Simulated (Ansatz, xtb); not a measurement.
# CH6GeO4: 6 structures ranked

6 gas-phase structures of CH6GeO4, from a drawn sample of its isomers (lower ones may exist). Each was relaxed with GFN2-xTB; where two conformers were screened, the lower at r2SCAN-D4/def2-SVP is listed:

A. `O[CH](O)[GeH]([OH])[OH]`, a singlet
B. `C[O][Ge]([OH])([OH])[OH]`, a singlet
C. `[OH][GeH2][O]C(O)O`, a singlet
D. `OC[O][GeH]([OH])[OH]`, a singlet
E. `O[CH2][Ge]([OH])([OH])[OH]`, a singlet
F. `OC(O)(O)[O][GeH3]`, a singlet

**Question.** Make a reasoned guess at their ranking by r2SCAN-D4/def2-SVP single-point energy.

**Answer.** Calculated order at r2SCAN-D4/def2-SVP: B (0.000), E (0.567), D (0.728), C (1.164), A (1.353), F (1.529) eV.

Energies above the lowest of each column, in eV; the last columns are at PBE0-D4/def2-SVP geometries and were run for some of them only (a dash: not run or not comparable):

```
structure  GFN2-xTB  HF/STO-3G  r2SCAN-D4/def2-SVP  PBE0-D4/def2-SVP  CCSD(T)/def2-SVP + ΔMP2/def2-TZVPP
        B     0.000      0.000               0.000             0.000                               0.000
        E     0.664      0.935               0.567             0.529                               0.638
        D     0.437      0.591               0.728                 –                                   –
        C     0.664      0.793               1.164                 –                                   –
        A     1.256      1.516               1.353                 –                                   –
        F     0.775      0.769               1.529                 –                                   –
```

Every level run on B puts it lowest or level with the lowest. Flexible structures stand in one conformer each, not always the lowest. Frequencies (GFN2-xTB) were run for B, E alone. ΔMP2 is the change of the MP2 energy from the smaller to the larger basis.

Over these structures GFN2-xTB departs from r2SCAN-D4/def2-SVP by 0.258 eV on average once a common shift is removed. A GFN2-xTB relaxation took about 0.32 s and the r2SCAN-D4/def2-SVP energy about 2.9 s on a shared host (Ansatz 0.2.0, xtb 6.7.1).
